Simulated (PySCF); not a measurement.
AlHCl2, SMILES [Cl][AlH][Cl]. Atoms are numbered in the order given.

```xyz
4

Al     0.0000     0.0000    -0.7247
H      0.0000     0.0000    -2.2880
Cl     0.0000     1.7867     0.3444
Cl     0.0000    -1.7867     0.3444
```

Coordinates come from a PBE0-D3(BJ)/def2-TZVP optimisation.

Calculation: M06-2X/def2-TZVPD in PySCF.

Symmetry labels are those of the subgroup C2v that the program uses (full group C2v).

Task: List the valence orbital energies around the gap with their symmetry. (An estimate is asked for; the answer gives what the named calculation found.)

Result: 
```
orbital  symmetry  energy (eV)
-------  --------  -----------
HOMO−7         B2       -24.84
HOMO−6         A1       -14.17
HOMO−5         B2       -12.26
HOMO−4         A1       -11.86
HOMO−3         B1       -11.39
HOMO−2         A2       -10.94
HOMO−1         B2       -10.72
HOMO           A1       -10.60
LUMO           B1        -0.95
LUMO+1         A1        -0.41
LUMO+2         A1         0.56
LUMO+3         B2         0.64
```
